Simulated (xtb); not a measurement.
C4H4O, SMILES c1ccoc1. All values are semi-empirical tight-binding results from xtb (GFN2-xTB unless named), good for trends rather than for accurate numbers. Geometry: GFN2-xTB.

Optimised geometry:

```xyz
9

C      0.0000    -0.7085    -0.9557
C      0.0000     0.7085    -0.9557
C      0.0000     1.0793     0.3525
O      0.0000     0.0000     1.1509
C      0.0000    -1.0793     0.3525
H      0.0000    -1.3538    -1.8099
H      0.0000     1.3538    -1.8099
H      0.0000     2.0413     0.8254
H      0.0000    -2.0413     0.8254
```

Computed properties:
The point group as xtb finds it comes out as C2v and the orbital gap is 4.95 eV. The dipole moment comes out as 0.39 D. The zero-point energy is 42.8 kcal/mol. The G − E(el) at 298.15 K (modified RRHO) comes out as 26.8 kcal/mol. The static polarisability (D4 model) comes out as 50.0 bohr³, the solvation energy, GFN2-xTB/ALPB(water) comes out as -0.1 kcal/mol and the solvation energy, GFN2-xTB/ALPB(chcl3) is -3.4 kcal/mol.

Computed IR lines (harmonic; lines under 4 % of the strongest left out, lines within 3 cm⁻¹ merged):
ν (cm⁻¹): 606 (w), 781 (m), 830 (w), 846 (w), 1027 (s), 1080 (w), 1170 (s), 1374 (w), 1451 (vs), 3169 (w), 3184 (s), 3193 (m) (against the strongest line: vs over 80 %, s over 45 %, m over 15 %, w over 4 %, vw less)

Computed atomic charges and the Wiberg bond orders between heavy atoms:
charges (e) C1 -0.06, C2 -0.06, C3 0.07, O4 -0.17, C5 0.07, H6 0.04, H7 0.04, H8 0.05, H9 0.05. Bond orders C1–C2 1.29, C2–C3 1.61, C3–O4 1.14, C1–C5 1.61, O4–C5 1.14.
